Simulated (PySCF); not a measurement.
Isomers of C5H6F2O, one GFN2-xTB conformer each. Single-point energies are computed at PBE0/pcSseg-1 (PySCF, gas phase, no added dispersion term), electronic only.

Question: Rank them by PBE0/pcSseg-1 energy, lowest first (kJ/mol).
A. `[F:1][CH2:2][O:3][C@@H:4]1[CH:5]=[CH:6][C@H:7]1[F:8]` with F1–C2–O3–C4 70°, C2–O3–C4–C5 -177°
B. `[CH2:1]=[CH:2][C@@H:3]([F:4])[C@@H:5]1[O:6][C@@H:7]1[F:8]` with C1–C2–C3–F4 -5°, C2–C3–C5–O6 138°
C. `CC1=COCC1(F)F`

Answer: C (0.0), B (139.2), A (149.2).

As drawn, the lowest has two fluorines on one carbon, which the highest lacks; the highest has a four-membered ring, which the lowest lacks. Neighbours about 10 kJ/mol apart or less (C=C[C@@H](F)[C@@H]1O[C@@H]1F and FCO[C@@H]1C=C[C@H]1F) can change places with a better method, another conformer or zero-point energy. GFN2-xTB itself gives, in the same order: 0.0, 145.7, 144.4. Both levels put the same isomer lowest; measured from each level's own lowest isomer, the values differ by up to 6.5 kJ/mol (C=C[C@@H](F)[C@@H]1O[C@@H]1F: 145.7 against 139.2).

Which frontier levels, dipoles and rotational constants go with these structures?

```tsv
SMILES	HOMO (eV, PBE0/pcSseg-1)	LUMO (eV)	dipole (D)	A, B, C (MHz)
CC1=COCC1(F)F	-6.89	0.15	1.48	2574, 2318, 1579
C=C[C@@H](F)[C@@H]1O[C@@H]1F	-7.98	-0.07	2.29	3523, 1450, 1133
FCO[C@@H]1C=C[C@H]1F	-8.27	-0.50	1.84	3713, 1330, 1099
```
